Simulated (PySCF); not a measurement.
# Ru+: ionisation energy

Ru+ [Kr] 4d7 (4F) → Ru(2+) [Kr] 4d6 (5D), as a difference of total energies. All numbers are calculated (PySCF 2.14, scalar relativity through the core potential, in def2-SVP with the def2 core potential (28 electrons)). Correlated levels: valence: 4s2 4p6 frozen. The calculations carry no spin-orbit coupling.

| method | ionisation energy (eV) |
| --- | --- |
| UHF | 14.911 |
| PBE0 | 16.740 |
| MN15 | 16.777 |
| MP2 (valence) | 15.796 |
| SCS-MP2 (valence) | 15.879 |

Task: How much does correlation contribute at MP2 (valence)?

Result: 15.796 − (14.911) = 0.885 eV, measured against UHF.

The reference lies between the lowest fine-structure levels, while these numbers refer to the centres of the terms.

Errors of the correlated levels include the incompleteness of this basis and the frozen core.

For comparison: 16.76 ± 0.06 eV (semi-empirical (NIST evaluation); NIST Atomic Spectra Database, ionization energies).
